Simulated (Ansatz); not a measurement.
Ansatz (a quantum-chemistry and plane-wave program) input:

Ansatz 0.2 input:
```yaml
crystal:
  periodic: [false, false, false]
  atoms:
    - {symbol: C, position_ang: [2.77584307, 0.11575860, -0.29704685]}
    - {symbol: C, position_ang: [1.36974401, -0.24652313, 0.09464556]}
    - {symbol: O, position_ang: [1.07226065, -1.15491422, 0.83827606]}
    - {symbol: O, position_ang: [0.45283094, 0.54689445, -0.46792464]}
    - {symbol: Ge, position_ang: [-1.29068836, 0.14739938, -0.02173960]}
    - {symbol: H, position_ang: [2.88167856, 0.05582934, -1.38102451]}
    - {symbol: H, position_ang: [3.47946290, -0.55668161, 0.18517400]}
    - {symbol: H, position_ang: [2.98314196, 1.14683110, -0.00770812]}
    - {symbol: H, position_ang: [-1.61643712, -1.26426718, -0.51342274]}
    - {symbol: H, position_ang: [-1.46861501, 0.32521425, 1.48736312]}
    - {symbol: H, position_ang: [-2.03145893, 1.22503946, -0.82311804]}
basis:
  gaussian:
    orbitals: aug-cc-pVQZ
magnetization: {spin_polarized: false}
correlation: {method: ccsd_t, electrons: outside_noble_gas}
```

**Question.** Predict the final energy.

**Answer.** -2305.56664 Eh (CCSD(T)/aug-cc-pVQZ). The basis has 689 functions.
